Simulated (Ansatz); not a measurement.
Isolated molecules relaxed with PBE0-D4/def2-TZVP in Ansatz; ΔE leaves out vibrations. CCSD(T)/CBS is the MP2 limit (def2-TZVPP, def2-QZVPP) plus CCSD(T) − MP2 in def2-TZVPP, frozen cores. This one scheme is used for every species. DFT in def2-TZVPP. Each species was taken in one conformer, which may not be the lowest.

Reaction (cleavage of the Si–Si bond): `F[Si](F)(Cl)[SiH](Cl)Cl` + `O[SiH2]S` → `O[SiH2]S[SiH](Cl)Cl` + `F[SiH](F)Cl`

CCSD(T)/CBS gives -21.5 kcal/mol.

(1) Another level gave -20.3 kcal/mol. Which?
A. PBE0/def2-TZVPP
B. PBE/def2-TZVPP
C. ωB97M-V/def2-TZVPP
D. r2SCAN/def2-TZVPP

Largest T1 diagnostic among the species: 0.011.

## Answers

(1) D. r2SCAN -20.3, PBE0 -18.8, PBE -17.3, ωB97M-V -21.7 kcal/mol.

The D4 term adds −0.9 kcal/mol with B3LYP and −0.4 kcal/mol with PBE0; it sums over pairs of atoms, weighted by their polarisabilities, and B3LYP, whose exchange is more repulsive, gets the larger term. From PBE to PBE0 (25 % exact exchange), in def2-TZVPP and without D4, ΔE moves by −1.5 kcal/mol.

B3LYP here is the variant with VWN-RPA as its local correlation; programs differ in this.
